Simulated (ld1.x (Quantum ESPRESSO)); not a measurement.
## Tl (Z = 81): variants of one TM semilocal potential

Base potential:

ld1.x (Quantum ESPRESSO) 7.5 input, shortened:

```
&input
   title='Tl', zed=81., rel=1, dft='PBE', iswitch=3,
   config='[Xe] 4f14 5d10 6s2 6p1'
 /
 &inputp
   pseudotype=1, tm=.true., lloc=0,
   nlcc=.false.
 /
3
6P  2  1   1.00   0.00  2.90  2.90  0.0
5D  3  2  10.00   0.00  1.60  1.60  0.0
6S  1  0   2.00   0.00  2.25  2.25  0.0
 &test
   configts(1)='5d10 6s2 6p1'
 /
```

All-electron outer shells of the reference configuration (PBE, scalar-relativistic, ld1.x):

| shell | level (eV) | outermost node (bohr) | outermost maximum (bohr) |
| --- | --- | --- | --- |
| 4f | -114.03 | – | 0.36 |
| 5p | -76.10 | 0.50 | 0.91 |
| 5d | -15.49 | 0.53 | 1.11 |
| 6s | -9.55 | 1.04 | 2.08 |
| 6p | -2.37 | 1.23 | 2.91 |

Cutoffs, loose and tight: the cutoffs (Ry, on a coarse ladder) from which the occupation-weighted sum of valence levels, in a spherical-Bessel basis at the reference potential, stays within 10 and 1 mRy of its value at 400 Ry. They do not see the model core or the augmentation charge, which bear on the density cutoff. Test errors are all-electron minus pseudo excitation energies from the reference, over the configurations 5d10 6s2 6p0; 5d10 6s1 6p0; 5d10 6s0 6p0; 5d10 6s0 6p3; 5d10 6s2 6p0.5; 5d9 6s2 6p1; 5d9 6s0 6p0. A dash means not determined; rows that change the core or the reference have their own tests.

A semilocal file is local in each channel, so a ghost entry of none says nothing of the separable form that plane-wave codes build from it.

```csv
change,outcome,"cutoff, loose","cutoff, tight",bound ghosts,largest test error (meV)
base,generated,50 Ry,80 Ry,none,+116
wave 6p (bound): rc 2.90 bohr becomes 6p (bound): rc 2.36 bohr,generated,50 Ry,80 Ry,none,+119
wave 6p (bound): rc 2.90 bohr becomes 6p (bound): rc 2.88 bohr,generated,50 Ry,80 Ry,none,+116
wave 6p (bound): rc 2.90 bohr becomes 6p (bound): rc 3.24 bohr,generated,50 Ry,80 Ry,none,+89
wave 6p (bound): rc 2.90 bohr becomes 6p (bound): rc 4.36 bohr,generated,50 Ry,80 Ry,none,+95
```

(1) What comes out with this change to the base: wave 6p (bound): rc 2.90 bohr becomes 6p (bound): rc 1.84 bohr?

(2) What comes out with this change to the base: wave 6p (bound): rc 2.90 bohr becomes 6p (bound): rc 3.72 bohr?

Results:

(1) outcome: generated; cutoff, loose: 50 Ry; cutoff, tight: 90 Ry; bound ghosts: none; largest test error (meV): +96.

(2) outcome: generated; cutoff, loose: 50 Ry; cutoff, tight: 80 Ry; bound ghosts: none; largest test error (meV): +53.

Reading the sweep of the p radius (base included, trends over the rows without a ghost): The loose cutoff stays near 50 Ry. The median size of the test errors (rows with all tests solved) rises from 6.0 meV at 1.84 to 41.7 meV at 4.36 bohr, with one reversal. More of the atom is replaced by a form fitted at one configuration, so other configurations suffer as the radius grows.
